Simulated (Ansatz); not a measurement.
Reaction (homolysis of the Cl–Ge bond): `[CH3][GeH2][Cl]` → Cl• + `[CH3][GeH2]`•

Computed with Ansatz on PBE0-D4/def2-TZVP structures; ΔE is electronic, products minus reactants. CBS: MP2 limit from def2 TZ/QZ plus the TZ coupled-cluster correction, frozen cores. This one scheme is used for every species, atoms too. Functionals use def2-TZVPP. HSE06 is defined as in plane-wave codes. No spin–orbit coupling; open shells (•) take unrestricted orbitals. Spin–orbit coupling would lower the free atoms: a little for Cl. For Ge outer-core shells are correlated without core-valence functions, so the limit isn't a true one: a few kJ/mol of doubt a bond, and 10 to 20 or more in all where bonds break to atoms. Scalar relativity is left out up to krypton.

`[CH3][GeH2][Cl]`:

```xyz
8

C    -0.968   -0.421   -0.148
Ge    0.859    0.177    0.118
Cl    0.822    2.336    0.261
H    -1.369    0.011   -1.064
H    -1.586   -0.107    0.694
H    -0.996   -1.509   -0.225
H     1.773   -0.158   -1.070
H     1.465   -0.329    1.435
```

`[CH3][GeH2]`•:

Z-matrix (Å, degrees):
```
C
Ge 1 1.960
H 1 1.093 2 109.7
H 1 1.090 2 110.3 3 -119.8
H 1 1.090 2 110.3 3 119.8
H 2 1.546 1 111.3 3 -61.5
H 2 1.546 1 111.3 3 60.9
```

```json
{"level": "r2SCAN-D4", "ΔE (eV)": "4.38", "difference from CCSD(T)/CBS": "-0.12"}
{"level": "HSE06-D4", "ΔE (eV)": "4.40", "difference from CCSD(T)/CBS": "-0.10"}
{"level": "PBE", "ΔE (eV)": "4.38", "difference from CCSD(T)/CBS": "-0.12"}
{"level": "BLYP", "ΔE (eV)": "4.11", "difference from CCSD(T)/CBS": "-0.39"}
{"level": "r2SCAN", "ΔE (eV)": "4.37", "difference from CCSD(T)/CBS": "-0.13"}
{"level": "r2SCAN0", "ΔE (eV)": "4.30", "difference from CCSD(T)/CBS": "-0.20"}
{"level": "RPA@PBE/def2-TZVPP", "ΔE (eV)": "4.00", "difference from CCSD(T)/CBS": "-0.50"}
{"level": "CCSD(T)/def2-SVP", "ΔE (eV)": "4.04", "difference from CCSD(T)/CBS": "-0.46"}
{"level": "SCS-MP2/def2-TZVPP", "ΔE (eV)": "4.44", "difference from CCSD(T)/CBS": "-0.06"}
{"level": "CCSD/def2-TZVPP", "ΔE (eV)": "4.24", "difference from CCSD(T)/CBS": "-0.26"}
{"level": "CCSD(T)/CBS", "ΔE (eV)": "4.50", "difference from CCSD(T)/CBS": "0"}
```

Largest T1 diagnostic among the species: 0.011.

Leaving LDA and LC-ωPBE aside and taking each functional with its dispersion term where it has one, the values, not all of them listed here, spread over 0.33 eV, from BLYP-D4 to B97M-V. LDA lies +0.63 eV from PBE without D4, its usual overbinding. From BLYP to BHLYP (50 % exact exchange), in def2-TZVPP and without D4, ΔE moves by +0.04 eV.

CCSD(T)/CBS has its own doubt, a few kJ/mol and more with outer-core shells, so smaller differences from it don't rank the levels.
